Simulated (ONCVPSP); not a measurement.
# What one change does to a pseudopotential (In (Z = 49), ONCV)

```json
{
 "Element": "indium (In)",
 "Generator": "ONCVPSP 4.0.1",
 "Type": "optimised norm-conserving Vanderbilt (ONCV)",
 "Functional": "PBE",
 "Relativity": "scalar-relativistic",
 "Frozen core": "[Ar] 3d10",
 "Valence charge": "21",
 "Reference configuration": "4s2 4p6 4d10 5s2 5p1",
 "Partial waves": "4s+5s: rc 1.25 bohr, ncon 3, nbas 7, qcut 10.3 1/bohr, 2 projectors; 4p+5p: rc 1.55 bohr, ncon 4, nbas 8, qcut 8.8 1/bohr, 2 projectors; 4d: rc 1.15 bohr, ncon 4, nbas 9, qcut 9.4 1/bohr, 2 projectors, debl 1.3 Ha",
 "Local potential": "polynomial inside 1.00 bohr (lpopt 5, dvloc0 0 Ha)",
 "Core correction": "Teter function, fcfact 6, rcfact 1.5"
}
```

Change: all radii but the core radius scaled by about 0.94 (s 1.18, p 1.46, d 1.08 bohr); local potential polynomial inside 0.94 bohr (lpopt 5, dvloc0 0 Ha).

Cutoffs: the cutoffs (Ha) at which the residual kinetic energy of the hardest occupied pseudo-wave falls to 1 and 0.1 mHa per electron; they do not see the model core or the augmentation charge, which bear on the density cutoff. Errors are all-electron minus pseudo energies relative to the spin-unpolarised reference configuration.

What does the change do?

The potential gets harder (39 Ha and 49 Ha → 40 Ha and 61 Ha); the errors of the 3 common tests hardly move; neither file shows a bound ghost. A smaller radius makes the pseudo-wave follow the all-electron one further in, where it bends more sharply, so more plane waves are needed.

| quantity | base | changed |
| --- | --- | --- |
| cutoff, loose | 39 Ha | 40 Ha |
| cutoff, tight | 49 Ha | 61 Ha |
| loose cutoff by channel | s 38 Ha, p 23 Ha, d 39 Ha | s 40 Ha, p 22 Ha, d 40 Ha |
| bound ghosts | none | none |
| GHOST(+) flags under 300 eV | s at 298.9 eV | s at 280.8 eV |
| tests with a reliable result | 3 of 4 | 3 of 4 |
| error for 4s2 4p6 4d10 5s2 5p0, meV [ΔE 5.36 eV] | -1.1 | -1.1 |
| error for 4s2 4p6 4d10 5s1 5p0, meV [ΔE 24.60 eV] | -4.6 | -4.4 |
| error for 4s2 4p6 4d10 5s1 5p1, meV [ΔE 11.96 eV] | -1.7 | -1.6 |
| rms error of d²Exc/dni dnj with the model core, mHa | 2.07 | 1.97 |
